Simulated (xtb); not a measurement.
F2H5NOSi2, SMILES N[SiH2]O[SiH](F)F. All values are semi-empirical tight-binding results from xtb (GFN2-xTB unless named), good for trends rather than for accurate numbers. Geometry optimised at GFN2-xTB. The structure was generated by enumeration, and PubChem lists no compound with its InChIKey, so it may never have been made. The values are those of a single conformer.

Optimised geometry:

Bond lengths (Å): Si1–F2 1.593, Si1–F3 1.594, Si1–O4 1.584, Si1–H7 1.434, O4–Si5 1.640, Si5–N6 1.715, Si5–H8 1.465, Si5–H9 1.457, N6–H10 1.005, N6–H11 1.008. Bond angles (°): F2–Si1–F3 102.3, F2–Si1–O4 110.7, F2–Si1–H7 111.7, F3–Si1–O4 109.7, F3–Si1–H7 111.4, O4–Si1–H7 110.8, Si1–O4–Si5 154.3, O4–Si5–N6 102.3, O4–Si5–H8 105.3, O4–Si5–H9 109.0, N6–Si5–H8 117.6, N6–Si5–H9 108.0, H8–Si5–H9 113.7, Si5–N6–H10 119.6, Si5–N6–H11 119.5, H10–N6–H11 110.6.

Computed properties:
```yaml
orbital_gap: 5.76 eV
dipole_moment: 3.48 D
zero_point_energy: 37.9 kcal/mol
G − E(el) at 298.15 K (modified RRHO): 15.8 kcal/mol
static polarisability (D4 model): 80.0 bohr³
solvation energy, GFN2-xTB/ALPB(water): -2.0 kcal/mol
solvation energy, GFN2-xTB/ALPB(octanol): -4.1 kcal/mol
```

Task: Give the atomic charges and the Wiberg bond orders between heavy atoms. (An estimate is asked for; the answer gives what the named calculation found.)

Result: charges (e) Si1 0.66, F2 -0.26, F3 -0.26, O4 -0.43, Si5 0.54, N6 -0.39, H7 -0.04, H8 -0.07, H9 -0.07, H10 0.15, H11 0.17. Bond orders Si1–F2 1.08, Si1–F3 1.08, Si1–O4 1.22, O4–Si5 0.95, Si5–N6 1.18.
